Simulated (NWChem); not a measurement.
Atomisation of H3B

```xyz
4

B      0.0000     0.0000     0.0000
H      0.0000     0.0000     1.2044
H     -1.0430     0.0000    -0.6022
H      1.0430     0.0000    -0.6022
```
Charge 0, spin multiplicity 1.

The numbers come from NWChem runs, not from measurements. Structure: optimised with B3LYP/def2-SVP, a minimum by its harmonic frequencies.

Basis set: def2-TZVP. The atomisation energy is electronic alone: no zero-point, thermal, spin-orbit or counterpoise terms. No value is extrapolated to the basis-set limit. Free atoms are single determinants with multiplicities B 2, H 2.

B3LYP has NWChem's definition, with VWN1-RPA local correlation. The structure started from a generated list of species. The stability of the SCF solutions was not checked. Open-shell Hartree-Fock references start from PBE0 orbitals.

**Question.** One of these methods gave an atomisation energy of 231.0 kcal/mol. Which?
A) TPSS
B) LDA (SVWN5)
C) B3LYP
D) HF

**Answer.** D, HF. The others give 284.3 (B3LYP), 303.7 (LDA (SVWN5)), 287.9 (TPSS).
